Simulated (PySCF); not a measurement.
Ga(F)2(NH2), SMILES [NH2][Ga]([F])[F], PBE0/def2-SVP optimised geometry.

```
6

Ga     0.11    -0.43     0.00
F     -0.65    -1.99     0.04
F      1.85    -0.43     0.00
N     -0.84     1.08     0.00
H     -0.42     1.99    -0.10
H     -1.85     1.09    -0.07
```

Density from PySCF with PBE0/def2-TZVP at that geometry.

Minimum of the electron density along straight lines between bonded atoms, close to the bond critical point (lines longer than 1.1 times the sum of covalent radii, or with two minima, are not listed):

```
bond    length / Å  ρ at the minimum / e bohr⁻³  ∇²ρ there / e bohr⁻⁵  position (fraction from the first atom)
------  ----------  ---------------------------  --------------------  ---------------------------------------
Ga1–F2       1.741                        0.137                  0.89                                     0.49
Ga1–F3       1.741                        0.137                  0.89                                     0.49
Ga1–N4       1.783                        0.146                  0.61                                     0.48
N4–H5        1.011                        0.334                 -1.68                                     0.74
N4–H6        1.011                        0.334                 -1.68                                     0.74
```
